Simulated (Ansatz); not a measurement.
System: SnCl, net charge 0, doublet state. SMILES: [Sn][Cl]
Geometry: optimised at B3LYP-D3(BJ)/def2-TZVP (Ansatz, a program for electronic structure).

Property: atomisation energy, in kcal/mol. Conventions: LANL2DZ with its own core potentials from Na on; STO-3G and 3-21G all-electron and non-relativistic; def2 sets with scalar-relativistic core potentials past Kr; six Cartesian d functions in 6-31G* and its kin unless marked 5d; atomisation electronic, to ground-state atoms; open shells spin-unrestricted; spin-orbit terms left out. First-principles rows: single points at B3LYP-D3(BJ) geometries (Ansatz).

| level | program | atomisation energy (kcal/mol) |
|---|---|---|
| B3LYP/STO-3G | Ansatz | 121.6 |
| B3LYP/3-21G | Ansatz | 84.4 |
| B3LYP/LANL2DZ | Ansatz | 79.1 |
| B3LYP/def2-SVP | Ansatz | 87.5 |
| B3LYP/6-31G* with LANL2DZ past Ar | Ansatz | 84.2 |
| B3LYP/def2-TZVPD | Ansatz | 90.0 |

No value to compare with is used here. The 5 habitual levels span 79.1 (B3LYP/LANL2DZ) to 121.6 kcal/mol (B3LYP/STO-3G); B3LYP/def2-TZVPD gives 90.0.

The sets are all those run for this method; runs whose electronic state is in doubt are left out.
